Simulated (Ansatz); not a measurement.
Abridged output of a molecular run in Ansatz:

```
Functional definition: HF
1316 factors; integrals over basis functions are off by at most 8.8e-4 eV
mean field evaluation 1: about -73774.4482 eV, gradient 3.8e1 eV
mean field evaluation 2: about -73774.6737 eV, gradient 3.8e1 eV
mean field evaluation 4: about -73777.7150 eV, gradient 3.7e0 eV
mean field evaluation 8: about -73777.7685 eV, gradient 2.4e-1 eV
mean field -73777.76882827 eV, -2711.2829960711 hartree, gradient 4.4e-6 eV, S^2 0.000000; 0 other end points of the search recorded, 0 dependent functions left out
17 core orbitals not correlated: weight in the atoms' cores, before any rotation towards them, 1.000 or more for the frozen orbitals, at most 0.000 for the correlated occupied ones
reference -73777.76882827 eV, -2711.2829960711 hartree; 19, 19 occupied and 175, 175 virtual orbitals, 1316 factors
second order -26.92616167 eV of doubles, -0.00000000 eV of singles
cycle   1  -26.67235739 eV  change    2.5e-1 eV  update   1.2e-1
cycle   2  -27.35604558 eV  change   -6.8e-1 eV  update   3.6e-2
cycle   3  -27.50010886 eV  change   -1.4e-1 eV  update   1.8e-2
cycle   4  -27.48806619 eV  change    1.2e-2 eV  update   4.9e-3
cycle   5  -27.48553786 eV  change    2.5e-3 eV  update   2.0e-3
cycle   6  -27.48721580 eV  change   -1.7e-3 eV  update   6.2e-4
cycle   7  -27.48717257 eV  change    4.3e-5 eV  update   2.3e-4
cycle   8  -27.48709573 eV  change    7.7e-5 eV  update   7.2e-5
cycle   9  -27.48712492 eV  change   -2.9e-5 eV  update   2.9e-5
perturbative correction -1.20653616 eV, -0.0443393861 hartree
Total energy: -73806.46248935 eV, -2712.3374686665 hartree
```

Its atoms:

Z-matrix (Å, degrees):
```
Ge
Cl 1 2.118
C 1 1.868 2 127.1
F 1 1.725 2 104.6 3 -153.1
C 1 1.868 2 127.1 3 53.9
H 3 1.085 1 156.7 2 -73.4
H 5 1.085 1 156.7 2 73.4
```

Q: Which basis set was used?
A. def2-SVPD
B. cc-pV(Q+d)Z
C. def2-TZVPPD
D. def2-TZVPP

A: D. It gives 211 functions.

Q: Write the keys of the input that set method, charge and spin (a neutral closed shell needs none for the last two).

A: 
```yaml
correlation: {method: ccsd_t}
```
